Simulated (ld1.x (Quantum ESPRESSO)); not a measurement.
silver: variants of one TM potential

Base potential:

```json
{"Element": "silver (Ag)", "Generator": "ld1.x (Quantum ESPRESSO) 7.5", "Type": "norm-conserving Troullier–Martins (Kleinman–Bylander form)", "Functional": "revPBE", "Relativity": "scalar-relativistic", "Frozen core": "[Kr]", "Valence charge": "11", "Reference configuration": "4d10 5s0.5 5p0 (charge +0.5)", "Partial waves": "5s (bound): rc 2.35 bohr; 5p (bound, empty): rc 2.45 bohr; 4d (bound): rc 1.75 bohr", "Local potential": "the d channel", "Core correction": "Bessel-smoothed model core inside 0.85 bohr"}
```

All-electron outer shells of the reference configuration (revPBE, scalar-relativistic, ld1.x):

| shell | level (eV) | outermost node (bohr) | outermost maximum (bohr) |
| --- | --- | --- | --- |
| 4p | -62.43 | 0.44 | 0.88 |
| 4d | -11.29 | 0.43 | 1.04 |
| 5s | -7.57 | 1.11 | 2.43 |
| 5p | -3.29 | 1.25 | 3.40 |

Cutoffs, loose and tight: the cutoffs (Ry, on a coarse ladder) from which the occupation-weighted sum of valence levels, in a spherical-Bessel basis at the reference potential, stays within 10 and 1 mRy of its value at 400 Ry. They do not see the model core or the augmentation charge, which bear on the density cutoff. Test errors are all-electron minus pseudo excitation energies from the reference, over the configurations 4d10 5s1 5p0; 4d10 5s0 5p0; 4d9 5s0 5p0; 4d9 5s1 5p1; 4d7 5s0 5p0; 4d8 5s0 5p0; 4d9 5s2 5p0. A dash means not determined; rows that change the core or the reference have their own tests.

A true bound ghost makes a file unfit for plane-wave use even where its test errors are small: the radial tests pick states by their node count and pass the ghost by.

```tsv
change	outcome	cutoff, loose	cutoff, tight	bound ghosts	largest test error (meV)
base	generated	60 Ry	90 Ry	s, p	-982
core correction Bessel-smoothed model core inside 0.80 bohr	generated	60 Ry	90 Ry	s, p	-982
core correction Bessel-smoothed model core inside 1.04 bohr	generated	60 Ry	90 Ry	s, p	-982
core correction Bessel-smoothed model core inside 1.28 bohr	generated	60 Ry	90 Ry	s, p	-982
core correction Bessel-smoothed model core inside 1.54 bohr	generated	60 Ry	90 Ry	s, p	-983
core correction Bessel-smoothed model core inside 1.82 bohr	generated	60 Ry	90 Ry	s, p	-963
core correction Bessel-smoothed model core inside 2.00 bohr	generated	60 Ry	90 Ry	s, p	-924
```

**Question.** What comes out with this change to the base: core correction none?

**Answer.** outcome: generated; cutoff, loose: 60 Ry; cutoff, tight: 90 Ry; bound ghosts: s, p; largest test error (meV): -468.
